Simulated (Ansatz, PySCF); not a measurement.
Si(Me)2(OH)(PH2) (C2H9OPSi), SMILES C[Si](P)(C)O. Atoms are numbered in the order given.

```xyz
14

C     -1.1044    -0.9270    -1.4134
Si    -0.3480     0.1411    -0.0597
C     -0.1807     1.9156    -0.6608
O     -1.2746     0.0538     1.3389
P      1.6993    -0.5718     0.6192
H     -0.4728    -0.9194    -2.3167
H     -1.2108    -1.9715    -1.0804
H     -2.1034    -0.5561    -1.7022
H      0.4795     1.9744    -1.5420
H      0.2419     2.5585     0.1274
H     -1.1610     2.3308    -0.9506
H     -2.2217     0.2085     1.2423
H      1.3381    -1.9554     0.6052
H      2.2076    -0.6031    -0.7190
```

Geometry: B3LYP-D3(BJ)/def2-SVP. Other conformers were not sampled.

Two levels are set side by side: PBE-D3(BJ)/def2-SVP (Ansatz, a quantum-chemistry and plane-wave program) and B3LYP-D3(BJ)/def2-SVP (Ansatz). Each level has its own optimised geometry; the coordinates shown are those of the second. Frequencies come from the Hessian of PySCF at each geometry. Differences are taken from unrounded values.

| quantity | B3LYP-D3(BJ) |
|---|---|
| mean bond length (Å) | 1.397 |
| bond C1–Si2 (Å) | 1.883 |
| bond Si2–C3 (Å) | 1.881 |
| bond Si2–O4 (Å) | 1.680 |
| bond Si2–P5 (Å) | 2.272 |
| bond C1–H6 (Å) | 1.102 |
| bond C1–H7 (Å) | 1.101 |
| bond C1–H8 (Å) | 1.104 |
| bond C3–H9 (Å) | 1.103 |
| bond C3–H10 (Å) | 1.101 |
| bond C3–H11 (Å) | 1.103 |
| bond O4–H12 (Å) | 0.964 |
| bond P5–H13 (Å) | 1.430 |
| bond P5–H14 (Å) | 1.432 |
| highest harmonic wavenumber (cm⁻¹) | 3866 |
| mean harmonic wavenumber (cm⁻¹) | 1279 |
| zero-point energy (kcal/mol) | 65.84 |

**Question.** What does PBE-D3(BJ) give, and how far is it from B3LYP-D3(BJ)? (Estimate from the structure and the level; the computed values follow.)

**Answer.** 
| quantity | PBE-D3(BJ) | PBE-D3(BJ) minus B3LYP-D3(BJ) |
|---|---|---|
| mean bond length (Å) | 1.405 | 0.008 |
| bond C1–Si2 (Å) | 1.890 | 0.007 |
| bond Si2–C3 (Å) | 1.887 | 0.006 |
| bond Si2–O4 (Å) | 1.693 | 0.013 |
| bond Si2–P5 (Å) | 2.277 | 0.006 |
| bond C1–H6 (Å) | 1.109 | 0.007 |
| bond C1–H7 (Å) | 1.109 | 0.007 |
| bond C1–H8 (Å) | 1.111 | 0.007 |
| bond C3–H9 (Å) | 1.110 | 0.007 |
| bond C3–H10 (Å) | 1.109 | 0.007 |
| bond C3–H11 (Å) | 1.110 | 0.007 |
| bond O4–H12 (Å) | 0.973 | 0.009 |
| bond P5–H13 (Å) | 1.442 | 0.012 |
| bond P5–H14 (Å) | 1.444 | 0.012 |
| highest harmonic wavenumber (cm⁻¹) | 3756 | -109 |
| mean harmonic wavenumber (cm⁻¹) | 1246 | -33 |
| zero-point energy (kcal/mol) | 64.14 | -1.70 |

GGA bonds tend to be longer and softer than those of functionals with exact exchange. Differences between two approximate levels are no errors against the true value.
